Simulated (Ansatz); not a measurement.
`[CH3][Cd][Cl]` + `O[Si](F)(Cl)Br` → `[Cl][Cd][Br]` + `C[Si](O)(F)Cl`  (redistribution)

Calculated with Ansatz (gas phase, PBE0-D4/def2-TZVP geometries, no zero-point term in ΔE). CCSD(T)/CBS is the MP2 limit (def2-TZVPP, def2-QZVPP) plus CCSD(T) − MP2 in def2-TZVPP, frozen cores. Functionals use def2-TZVPP. B3LYP here is the variant with VWN-RPA as its local correlation; programs differ in this. def2 core potentials past Kr. For Br, Cd outer-core shells are correlated without core-valence functions, which leaves a few kJ/mol of doubt a bond. Scalar relativity is left out up to krypton. Each species was taken in one conformer, which may not be the lowest.

`[CH3][Cd][Cl]`:

Cartesian coordinates in Å:
```
C -0.808 0.249 -0.300
Cd 1.078 -0.332 0.400
Cl 3.143 -0.969 1.166
H -1.535 -0.534 -0.086
H -1.114 1.170 0.196
H -0.763 0.416 -1.376
```

`O[Si](F)(Cl)Br`:

Z-matrix (Å, degrees):
```
Si
F 1 1.580
Cl 1 2.028 2 106.5
O 1 1.613 2 111.1 3 121.5
Br 1 2.176 2 108.3 3 -120.3
H 4 0.959 1 118.7 2 -77.8
```

`[Cl][Cd][Br]`:

Cartesian coordinates in Å:
```
Cl 0.110 -1.390 -1.843
Cd 0.002 -0.026 -0.034
Br -0.113 1.416 1.877
```

`C[Si](O)(F)Cl`:

Cartesian coordinates in Å:
```
C 0.893 0.495 -0.761
Si -0.282 -0.097 0.516
O -1.623 -0.659 -0.205
F -0.657 1.088 1.511
Cl 0.541 -1.553 1.700
H 1.188 -0.325 -1.417
H 1.789 0.909 -0.295
H 0.424 1.274 -1.368
H -2.272 -1.132 0.319
```

CCSD(T)/CBS gives -0.81 eV.

(1) Another level gave -0.80 eV. Which?
A. r2SCAN0-D4/def2-TZVPP
B. B3LYP-D4/def2-TZVPP
C. LDA (SPW92)/def2-TZVPP
D. BLYP-D4/def2-TZVPP

(2) What do rigid-rotor, harmonic-oscillator terms from PBE0-D4/def2-TZVP frequencies (298.15 K, 1 bar) make of the CCSD(T)/CBS value? (An estimate is asked.)

Largest T1 diagnostic among the species: 0.012.

## Answers

(1) B. B3LYP-D4 -0.80, r2SCAN0-D4 -0.85, BLYP-D4 -0.71, LDA (SPW92) -0.64 eV.

(2) The calculation gave: ΔZPE = +0.03 eV, ΔH = -0.78 eV, ΔS = -4 J/(mol·K), ΔG = -0.77 eV.

In def2-TZVPP, CCSD(T) changes the Hartree–Fock value by +0.47 eV (the triples alone add +0.06 eV) and MP2 by +0.58 eV. From BLYP to BHLYP (50 % exact exchange), in def2-TZVPP and without D4, ΔE moves by −0.22 eV. Leaving LDA and LC-ωPBE aside and taking each functional with its dispersion term where it has one, the values, not all of them listed here, spread over 0.26 eV, from BHLYP-D4 to revPBE-D4. LDA lies +0.06 eV from PBE without D4.
